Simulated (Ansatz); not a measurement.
Computed with Ansatz on PBE0-D4/def2-TZVP structures; ΔE is electronic, products minus reactants. CCSD(T)/CBS is the MP2 limit (def2-TZVPP, def2-QZVPP) plus CCSD(T) − MP2 in def2-TZVPP, frozen cores. DFT in def2-TZVPP. B3LYP here is the variant with VWN-RPA as its local correlation; programs differ in this. For Zn outer-core shells are correlated without core-valence functions, which leaves a few kJ/mol of doubt a bond. Scalar relativity is left out up to krypton. One conformer a species, not always the lowest.

Reaction (cleavage of the Zn–Si bond): `O[SiH2][SiH2][ZnH]` + `O[SiH2]F` → `F[SiH2][O][ZnH]` + `O[SiH2][SiH3]`

| level | ΔE (kcal/mol) |
| --- | --- |
| r2SCANh-D4 | -11.8 |
| PBE | -8.4 |
| BLYP | -12.2 |
| B3LYP | -12.7 |

Question: What does CCSD(T)/CBS give? (Best estimate.)

Answer: Computed: -13.4 kcal/mol. The listed levels differ from it by 1.6, 5.0, 1.2, 0.7 kcal/mol.

Largest T1 diagnostic among the species: 0.015.

From BLYP to BHLYP (50 % exact exchange), in def2-TZVPP and without D4, ΔE moves by −2.1 kcal/mol. At CCSD(T), def2-SVP lies −3.0 kcal/mol from the extrapolated value and def2-TZVPP −0.5 kcal/mol.
